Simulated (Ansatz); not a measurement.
Ge5H10 (`[GeH2]1[GeH2][GeH2][GeH2][GeH2]1`), charge 0, multiplicity 1.

Task: Give a relaxed structure at PBE0-D4/def2-TZVP (the Gaussian-basis code of Ansatz). (An estimate is asked.)

Result: Computed: 
```xyz
15

Ge   -0.422   -1.686   -1.072
Ge   -0.139    0.564   -1.964
Ge    0.529    1.975   -0.088
Ge    0.738    0.498    1.837
Ge   -0.713   -1.382    1.322
H     0.859   -2.503   -1.326
H    -1.606   -2.420   -1.725
H    -1.469    1.070   -2.552
H     0.922    0.588   -3.079
H     1.849    2.710   -0.382
H    -0.561    3.029    0.182
H     0.361    1.201    3.153
H     2.191    0.000    1.948
H    -0.363   -2.645    2.128
H    -2.175   -0.999    1.619
```
Point group Cs.
This is one stationary point; other conformers may exist.
